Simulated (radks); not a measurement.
All-electron atom: Os+ in [Xe] 4f14 5d(up 3, down 3) 6s(up 1, down 0) (spins set by hand, not the high-spin state). All-electron calculation, scalar-relativistic Kohn-Sham, r2SCAN, spin-polarised, spherical densities, finite nucleus; meta-GGA in the generalised Kohn-Sham scheme; Fermi nuclear charge, rms radius 5.4126 fm. Program: a radial shooting solver on a logarithmic mesh with Libxc functionals.

Normalised radial functions P(r) = r R(r), r in bohr:

r	5p down	5d down
0.0006591	0.0010	0.0000
0.0008933	0.0016	0.0000
0.001211	0.0027	0.0000
0.001628	0.0044	0.0000
0.002206	0.0073	0.0001
0.00299	0.0120	0.0001
0.004052	0.0197	0.0003
0.005491	0.0321	0.0006
0.007383	0.0507	0.0013
0.01001	0.0794	0.0029
0.01356	0.1200	0.0063
0.01838	0.1721	0.0135
0.02491	0.2283	0.0278
0.03376	0.2677	0.0542
0.04539	0.2545	0.0968
0.06151	0.1454	0.1589
0.08336	-0.0702	0.2254
0.113	-0.3077	0.2551
0.1531	-0.3708	0.1859
0.2059	-0.1081	-0.0089
0.279	0.3620	-0.2653
0.3781	0.5633	-0.3846
0.5124	0.1543	-0.2044
0.6945	-0.5891	0.2169
0.9337	-1.0506	0.6279
1.265	-0.9667	0.8264
1.715	-0.5587	0.7524
2.324	-0.2058	0.5230
3.15	-0.0451	0.2808
4.235	-0.0054	0.1137
5.74	-0.0003	0.0300
7.779	0.0000	0.0046

5p down: eigenvalue -60.315 eV, 3 radial nodes at r = 0.0764, 0.221, 0.548 bohr, <r> = 1.17 bohr, 90 % of the charge inside 1.70 bohr. 5d down: eigenvalue -13.947 eV, 2 radial nodes at r = 0.204, 0.601 bohr, <r> = 1.72 bohr, 90 % of the charge inside 2.69 bohr.
